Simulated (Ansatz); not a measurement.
One geometry of BPH3F3 (relaxed from a model of B(PH3)F3, whose bonding it doesn't keep), several levels of theory.

```yaml
crystal:
  periodic: [false, false, false]
  atoms:
    - {symbol: B, position_ang: [-0.005404, 0.012558, -1.623458]}
    - {symbol: F, position_ang: [1.321479, -0.058786, -1.732624]}
    - {symbol: F, position_ang: [-0.606798, 1.198838, -1.713424]}
    - {symbol: F, position_ang: [-0.731900, -1.099688, -1.737034]}
    - {symbol: P, position_ang: [0.003327, -0.012389, 1.137315]}
    - {symbol: H, position_ang: [0.657419, 1.020191, 1.888878]}
    - {symbol: H, position_ang: [0.576308, -1.094365, 1.885442]}
    - {symbol: H, position_ang: [-1.214431, 0.033642, 1.894916]}
basis:
  gaussian: {orbitals: def2-SVP, initial_orbitals: start.molden}
hamiltonian: {xc: pbe0, dispersion: d4}
scf: {omitted_lower_state_checks: [starts]}
output: {orbitals: {seedname: orbitals}}
```

The file start.molden holds the orbitals of an earlier run on this structure, at another level or in another basis.

```sh
$ ansatz run in.yaml --threads 2 --pin off --events-out ev --progress --plain --max-ram 4352MiB
```

Output, abridged:

```
Functional definition: PBE0
844 factors; integrals over basis functions are off by at most 1.0e-3 eV
mean field evaluation 1: about -18146.8172 eV, gradient 9.5e0 eV
mean field evaluation 2: about -18146.9848 eV, gradient 1.2e-1 eV
mean field evaluation 4: about -18147.1521 eV, gradient 1.1e-3 eV
mean field -18147.15205661 eV, -666.8955374989 hartree, gradient 2.8e-5 eV, S^2 0.000000; 0 other end points of the search recorded, 0 dependent functions left out
reference -18147.15208003 eV, -666.8955383598 hartree; 25, 25 occupied and 64, 64 virtual orbitals, 844 factors
Total energy: -18147.26334974 eV, -666.8996274461 hartree
Checks for a lower state left out: starts
```

It took 1.1 s on 2 threads of Intel Xeon Platinum 8488C on a shared host.

The first input with `gaussian: {orbitals: def2-TZVP, initial_orbitals: start.molden}` (abridged; 1.9 s):

```
Functional definition: PBE0
mean field -18161.12881173 eV, -667.4091737757 hartree, gradient 5.5e-5 eV, S^2 0.000000
Total energy: -18161.24011458 eV, -667.4132640803 hartree
Checks for a lower state left out: starts
```

As the first input, with `gaussian: {orbitals: def2-TZVP, initial_orbitals: start.molden}`, `hamiltonian: {xc: lda}` (abridged; 0.9 s):

```
Functional definition: SPW92
mean field -18079.20512108 eV, -664.3985336744 hartree, gradient 2.6e-5 eV, S^2 0.000000
Total energy: -18079.20516378 eV, -664.3985352435 hartree
Checks for a lower state left out: starts
```

Geometry: PBE-D4/def2-SVP.

In the singlet geometry the species has come apart into loosely held pieces.
